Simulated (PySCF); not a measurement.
2-(furan-2-yl)-1,3,4-oxadiazole (C6H4N2O2), SMILES c1coc(-c2nnco2)c1.

Geometry: PBE0-D3(BJ)/def2-SVP. The values are those of a single conformer.

All values below come from PBE/def2-SVP in PySCF.

Computed frontier levels, gap, dipole moment and polarisability:
```
Item                                                                                                             Result
---------------------------------------------------------------------------------------------  ------------------------
highest occupied level                                                                                         -5.78 eV
lowest empty level                                                                                             -2.17 eV
orbital gap                                                                                                     3.61 eV
dipole moment                                                                                                    4.01 D
quadrupole, principal values (traceless, Buckingham form, about the centre of nuclear charge)  -12.30, -4.39, 16.69 D·Å
mean static polarisability                                                                        81.3 bohr³ (12.04 Å³)
polarisability, principal values                                                                37.0, 73.3, 133.5 bohr³
```
